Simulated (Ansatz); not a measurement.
A series at In: from `[Br][In]([Br])[Br]`, ligands are replaced one by one, each step taking up H₂S and setting free HBr; n counts the steps. Ansatz, PBE0-D4/def2-TZVP geometries. Each molecule was computed in one conformer, which needn't be the lowest.

| n | molecule | HOMO energy, ωB97M-V/def2-TZVPP (eV) |
| --- | --- | --- |
| 0 | `[Br][In]([Br])[Br]` | ? |
| 1 | `[SH][In]([Br])[Br]` | -10.36 |
| 2 | `[SH][In]([SH])[Br]` | -10.01 |
| 3 | `[SH][In]([SH])[SH]` | -9.80 |

**Question.** By hand: fit a straight line y = ȳ + b (n − n̄) to the 3 given rows and predict n = 0.

**Answer.** n̄ = 2.000, ȳ = -10.057; Σ(n − n̄)(y − ȳ) = 0.560, Σ(n − n̄)² = 2.000, so b = 0.280 eV a step. Prediction: -10.057 + (0.280) × (-2.000) = -10.62 eV.

**Question.** By hand: compare with the computed value, -10.96 eV, and give the steps along the whole series.

**Answer.** The line misses by -0.34 eV (computed minus predicted). Steps: 0.60, 0.35, 0.21 eV.

The steps shrink at each stage, from 0.60 to 0.21 eV, so the series is curved and an end member is harder to predict than an inner one. The highest orbital can change its character along such a series. The miss is 29.3 % of the series' range.

Spin–orbit coupling is left out; it splits and shifts lone-pair levels of the heavy atoms by tenths of an eV.
